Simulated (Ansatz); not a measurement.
One change: `N=CBr` becomes `N=CCl`.

Ansatz, PBE0-D4/def2-TZVP geometries, multiplicity 1. Each molecule was computed in one conformer, which needn't be the lowest.

Scalar relativity is left out up to krypton.

| property | `N=CBr` |
| --- | --- |
| LUMO energy (ωB97M-V/def2-TZVPP) / eV | 1.44 |
| LUMO energy (PBE/def2-TZVPP) / eV | -1.93 |
| HOMO energy (ωB97M-V/def2-TZVPP) / eV | -10.50 |
| size of the dipole moment (ωB97M-V/def2-TZVPP) / D | 2.54 |
| HOMO–LUMO gap (ωB97M-V/def2-TZVPP) / eV | 11.95 |
| HOMO–LUMO gap (PBE/def2-TZVPP) / eV | 5.05 |

(1) Give the same properties after the change, and the shifts. (An estimate is asked.)

Answers

(1) Ansatz gave: 
| property | `N=CCl` | shift |
| --- | --- | --- |
| LUMO energy (ωB97M-V/def2-TZVPP) / eV | 1.57 | 0.13 |
| LUMO energy (PBE/def2-TZVPP) / eV | -1.84 | 0.09 |
| HOMO energy (ωB97M-V/def2-TZVPP) / eV | -10.95 | -0.45 |
| size of the dipole moment (ωB97M-V/def2-TZVPP) / D | 2.54 | 0.00 |
| HOMO–LUMO gap (ωB97M-V/def2-TZVPP) / eV | 12.52 | 0.57 |
| HOMO–LUMO gap (PBE/def2-TZVPP) / eV | 5.17 | 0.12 |

With PBE0 the HOMO falls by 0.26 eV and the LUMO rises by 0.10 eV, so the gap widens by about 0.36 eV. PBE moves the HOMO by -0.03 eV and ωB97M-V by -0.45 eV. Dipoles are sizes alone; their direction can turn.

Spin–orbit coupling is left out; it splits and shifts lone-pair levels of the heavy atoms by tenths of an eV.
